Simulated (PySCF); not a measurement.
4-fluoro-2-phenylthiophene (C₁₀H₇FS), SMILES c1cc(-c2scc(c2)F)ccc1. Atoms are numbered in the order given.

```xyz
19

F      3.6998    -1.4760     0.2099
C      2.6800    -0.6211     0.1003
C      2.8411     0.7288    -0.0686
S      1.2992     1.5066    -0.1732
C      0.4405    -0.0080     0.0008
C     -1.0263    -0.0487    -0.0039
C     -1.7101    -1.1209     0.6013
C     -3.1031    -1.1747     0.5920
C     -3.8458    -0.1552    -0.0114
C     -3.1799     0.9182    -0.6096
C     -1.7863     0.9692    -0.6103
C      1.3271    -1.0555     0.1431
H      3.7722     1.2870    -0.1306
H     -1.1425    -1.9084     1.1004
H     -3.6134    -2.0147     1.0695
H     -4.9374    -0.1967    -0.0141
H     -3.7492     1.7188    -1.0878
H     -1.2773     1.8011    -1.1029
H      1.0397    -2.1011     0.2461
```

Geometry: B3LYP-D3(BJ)/def2-SVP. Other conformers were not sampled.

Computed with PySCF with HF/def2-SVP.

ESP charges are fitted to the potential on shells at 1.4 to 2.0 van der Waals radii. Atomic charges (e):

```json
[
 {"atom": "F1", "ESP fit": "-0.22", "IAO": "-0.31"},
 {"atom": "C2", "ESP fit": "0.31", "IAO": "0.32"},
 {"atom": "C3", "ESP fit": "-0.35", "IAO": "-0.35"},
 {"atom": "S4", "ESP fit": "0.05", "IAO": "0.31"},
 {"atom": "C5", "ESP fit": "-0.28", "IAO": "-0.11"},
 {"atom": "C6", "ESP fit": "0.34", "IAO": "0.00"},
 {"atom": "C7", "ESP fit": "-0.27", "IAO": "-0.13"},
 {"atom": "C8", "ESP fit": "-0.13", "IAO": "-0.13"},
 {"atom": "C9", "ESP fit": "-0.18", "IAO": "-0.13"},
 {"atom": "C10", "ESP fit": "-0.15", "IAO": "-0.13"},
 {"atom": "C11", "ESP fit": "-0.21", "IAO": "-0.13"},
 {"atom": "C12", "ESP fit": "-0.14", "IAO": "-0.21"},
 {"atom": "H13", "ESP fit": "0.25", "IAO": "0.17"},
 {"atom": "H14", "ESP fit": "0.17", "IAO": "0.13"},
 {"atom": "H15", "ESP fit": "0.15", "IAO": "0.14"},
 {"atom": "H16", "ESP fit": "0.16", "IAO": "0.14"},
 {"atom": "H17", "ESP fit": "0.16", "IAO": "0.14"},
 {"atom": "H18", "ESP fit": "0.16", "IAO": "0.14"},
 {"atom": "H19", "ESP fit": "0.17", "IAO": "0.15"}
]
```

Computed Mayer and Wiberg (Löwdin basis) orders of the bonds:
| bond | Mayer | Wiberg |
|---|---|---|
| F1–C2 | 0.93 | 1.23 |
| C2–C3 | 1.62 | 1.68 |
| C3–S4 | 1.11 | 1.25 |
| S4–C5 | 1.14 | 1.25 |
| C5–C6 | 1.04 | 1.09 |
| C6–C7 | 1.40 | 1.39 |
| C7–C8 | 1.44 | 1.48 |
| C8–C9 | 1.40 | 1.46 |
| C9–C10 | 1.41 | 1.46 |
| C6–C11 | 1.40 | 1.40 |
| C10–C11 | 1.44 | 1.47 |
| C2–C12 | 1.22 | 1.26 |
| C5–C12 | 1.61 | 1.62 |
| C3–H13 | 0.98 | 0.97 |
| C7–H14 | 1.00 | 0.93 |
| C8–H15 | 1.00 | 0.94 |
| C9–H16 | 1.00 | 0.94 |
| C10–H17 | 1.00 | 0.94 |
| C11–H18 | 0.99 | 0.93 |
| C12–H19 | 0.99 | 0.94 |
